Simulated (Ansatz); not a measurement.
`CO[Si](N)(F)F` → `NC(F)(F)O[SiH3]`  (isomerisation)

Gas-phase electronic energies from Ansatz, PBE0-D4/def2-TZVP geometries. CCSD(T)/CBS adds triple-zeta CCSD(T) − MP2 to the extrapolated MP2 energy (def2 sets, frozen cores). Functionals use def2-TZVPP. B3LYP here is the variant with VWN-RPA as its local correlation; programs differ in this. Each species was taken in one conformer, which may not be the lowest.

`CO[Si](N)(F)F`:

Z-matrix (Å, degrees):
```
C
O 1 1.413
H 1 1.093 2 110.5
H 1 1.093 2 111.5 3 -121.5
H 1 1.091 2 108.0 3 118.9
Si 2 1.611 1 126.4 3 81.0
F 6 1.591 2 107.7 1 35.8
N 6 1.675 2 108.8 1 161.6
F 6 1.585 2 113.4 1 -78.2
H 8 1.004 6 122.5 2 -39.6
H 8 1.004 6 122.6 2 155.6
```

`NC(F)(F)O[SiH3]`:

Cartesian coordinates in Å:
```
N 1.366 0.218 1.486
C 0.506 0.514 0.424
F -0.541 1.255 0.882
F 1.084 1.331 -0.523
O 0.081 -0.614 -0.172
Si -1.310 -0.761 -1.088
H 2.030 -0.493 1.219
H 1.839 1.047 1.818
H -1.147 -2.064 -1.767
H -1.407 0.344 -2.070
H -2.502 -0.777 -0.210
```

| level | ΔE (kJ/mol) | difference from CCSD(T)/CBS |
| --- | --- | --- |
| PBE-D4 | 440.8 | -48.1 |
| r2SCAN-D4 | 464.2 | -24.7 |
| PBE0-D4 | 453.8 | -35.1 |
| B3LYP-D4 | 471.1 | -17.8 |
| ωB97X-V | 453.8 | -35.1 |
| ωB97M-V | 465.2 | -23.7 |
| B2PLYP | 479.4 | -9.5 |
| PBE | 439.8 | -49.1 |
| r2SCAN | 464.0 | -24.9 |
| PBE0 | 453.0 | -35.9 |
| B3LYP | 469.4 | -19.5 |
| HF/def2-TZVPP | 479.2 | -9.7 |
| MP2/def2-TZVPP | 492.9 | 4.0 |
| SCS-MP2/def2-TZVPP | 486.2 | -2.7 |
| CCSD/def2-TZVPP | 479.2 | -9.7 |
| CCSD(T)/def2-TZVPP | 474.0 | -14.9 |
| HF/def2-QZVPP | 485.7 | -3.2 |
| MP2/def2-QZVPP | 503.7 | 14.8 |
| SCS-MP2/def2-QZVPP | 497.5 | 8.6 |
| HF/CBS(def2) | 486.6 | -2.3 |
| MP2/CBS(def2) | 507.8 | 18.9 |
| CCSD/CBS(def2) | 494.2 | 5.3 |
| CCSD(T)/CBS | 488.9 | 0 |

Largest T1 diagnostic among the species: 0.012.

From PBE to PBE0 (25 % exact exchange), in def2-TZVPP and without D4, ΔE moves by +13.2 kJ/mol.
